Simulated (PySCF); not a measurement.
Isomers of C5H5F3, one conformer each; single-point electronic energies without zero-point terms and without any empirical dispersion term.

All values: CAM-B3LYP/def2-SVPD (PySCF, non-relativistic), each on one gas-phase PBE0-D3(BJ)/def2-SVP geometry that isn't relaxed in the solvent. The solvent is an IEF-PCM continuum (cavity from Bondi-type radii × 1.2). Only the electrostatic response of the medium enters.

```json
{"isomer": "`CC#CCC(F)(F)F`", "relative energy, gas (kcal/mol)": "0.0", "dipole (D)": "2.58"}
{"isomer": "`FC(F)(F)[C@]12C[C@H]1C2`", "relative energy, gas (kcal/mol)": "10.6", "dipole (D)": "2.31"}
```

**Question.** How do the relative energies look in benzene (ε = 2.271)?

**Answer.** 
```
                   isomer  relative energy, solvent (kcal/mol)  E(solvent) − E(gas) (kcal/mol)  dipole in solvent (D)
          `CC#CCC(F)(F)F`                                  0.0                            -2.0                   2.80
`FC(F)(F)[C@]12C[C@H]1C2`                                 11.2                            -1.3                   2.54
```

The order is unchanged. `CC#CCC(F)(F)F` gains most from the continuum, and it has the largest gas-phase dipole. The gains span 0.7 kcal/mol, the gas-phase energies 10.6 kcal/mol.
